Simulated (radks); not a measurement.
Spherical quantum dot in the effective-mass picture: electrons in a well V = -V0 / (1 + exp((r - R)/a)) with V0 = 16.1, R = 2.22, a = 0.21, with a point charge +1 (a donor) at the centre, all in effective atomic units (hartree* = m*/eps^2 hartree, bohr* = eps/m* bohr), one dielectric constant everywhere. Method: non-relativistic Kohn-Sham, LDA (Slater exchange, Perdew-Wang correlation), spin-polarised, spherical densities; computed with a radial shooting solver with Libxc functionals. Levels are named by radial order and angular momentum (1s, 1p, 1d, 2s, ...), and open shells are averaged over m. Results are scaled to m* = 0.061 and eps = 6.6, for which hartree* = 38.11 meV and bohr* = 5.726 nm.

N = 16, configuration 1s2 1p6 1d(up 5, down 3). This is the lowest configuration that the search found. Occupied and some empty levels:

level,occupation,eigenvalue (meV),<r> (nm)
1s up,1,-227.68,6.762
1s down,1,-226.08,6.728
1p up,3,-192.63,8.122
1p down,3,-190.67,8.115
1d up,5,-149.41,8.844
1d down,3,-147.38,8.845
2s up,0,-132.85,6.465
2s down,0,-131.77,6.485
1f up,0,-97.011,9.400
1f down,0,-94.997,9.405
2p up,0,-55.791,7.663
2p down,0,-54.514,7.664

Energy (meV): total -5705.64, kinetic 1217.6, external -9571.2, Hartree 3032.9, exchange-correlation -384.91.
